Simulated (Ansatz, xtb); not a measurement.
A geometry optimisation of ClHOSi2 with r2SCAN-D4/def2-SVP

The starting geometry of this gas-phase singlet was built from a drawn formula by distance geometry; its bonds are those of `Cl[Si]1=[SiH]O1`.

| atom | x (Å) | y (Å) | z (Å) |
| --- | --- | --- | --- |
| Cl | -3.1132 | -0.5381 | 2.2979 |
| O | -0.1010 | 1.0455 | 0.7803 |
| Si | -1.6765 | 0.3511 | 1.1406 |
| Si | -1.1479 | 1.1796 | -0.6396 |
| H | -1.4245 | 1.2663 | -2.0818 |

Problem. Predict what becomes of its bonds when it is optimised with r2SCAN-D4/def2-SVP.

Solution. A bond breaks, giving a structure given below by its coordinates. Contacts that open: Si3–Si4 (2.03 → 3.33 Å).

The energy falls by 4.05 eV over 22 steps:

```csv
step,E − E(last) (eV)
1,4.049
3,2.544
6,0.970
8,0.806
10,0.601
13,0.107
15,0.031
17,0.004
20,0.000
22,0.000
```

Final geometry (Å):

```xyz
5

Cl   -2.0470   -0.9983    2.2803
O    -1.5427    1.1091    0.3403
Si   -2.6781    0.8770    1.5320
Si   -0.2727    1.4624   -0.6969
H    -0.9226    0.8543   -1.9582
```

From the same start GFN2-xTB ends elsewhere, at `O=[Si]([SiH])Cl`.

The end wasn't checked by frequencies. Run with Ansatz 0.2.0, 19 s on 1 thread of AMD EPYC 9R45 96-Core Processor (Zen 5) (shared host).
